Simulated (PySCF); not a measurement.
**Correlation energy of Zr⁺ (zirconium, charge +1)**

[Kr] 4d1 5s2, 2D determinant (an excited configuration). All numbers are calculated (PySCF 2.14, the spin-free X2C one-electron Hamiltonian (Gaussian nucleus), in x2c-TZVPPall with one added diffuse shell each of s, p, d, f type (9s7p7d3f1g, 95 functions)). Frozen: [Ar] 3d10; 11 electrons correlated.

```csv
level,correlation energy (mhartree)
CCSD,-274.68
(T),-13.61
CCSD(T),-288.29
```

Diagnostics: T1 = 0.015, D1 = 0.0476, largest double amplitude 0.155.

A double-excitation amplitude exceeds 0.15, a sign of near-degeneracy.

Cost of the coupled-cluster step: of the order of 80 core-seconds, for 11 correlated electrons.

This basis was not built for core-valence correlation, so the inner-shell part is incomplete.
